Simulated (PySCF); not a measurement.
AlClH2Se2, SMILES [Cl][Al]([SeH])[SeH]. Atoms are numbered in the order given.

```xyz
6

Al     0.0000     0.0000     0.4074
Cl     0.0000     0.0000     2.5124
Se     0.0000     2.0588    -0.6475
H      0.0000     1.4437    -1.9901
Se     0.0000    -2.0588    -0.6475
H      0.0000    -1.4437    -1.9901
```
Charge 0, spin multiplicity 1.

The structure is a stationary point at B3LYP-D3(BJ)/def2-SVP. The structure was generated by enumeration; whether it is a known compound was not checked. One conformer was computed; it need not be the lowest.

Two levels are set side by side: PBE/pcSseg-1 (PySCF) and B3LYP/pcSseg-1 (PySCF). GIAO shifts against HCl (³⁵Cl), Me2Se (⁷⁷Se), TMS (¹H) at the same level; non-relativistic, no solvent, atoms listed together averaged. Without spin–orbit terms, shifts of atoms bonded to Cl or Br come out too high at both levels. Differences are taken from unrounded values.

| quantity | B3LYP | PBE | PBE minus B3LYP |
|---|---|---|---|
| δ(³⁵Cl) of Cl2 (ppm) | 55.3 | 82.4 | 27.1 |
| δ(⁷⁷Se) of Se3, Se5 (ppm) | -371.2 | -358.9 | 12.2 |
| δ(¹H) of H4, H6 (ppm) | 0.70 | 0.88 | 0.18 |

Rough cost on one machine, each run with all the roots and properties that it gave: B3LYP against PBE within a factor of 2.
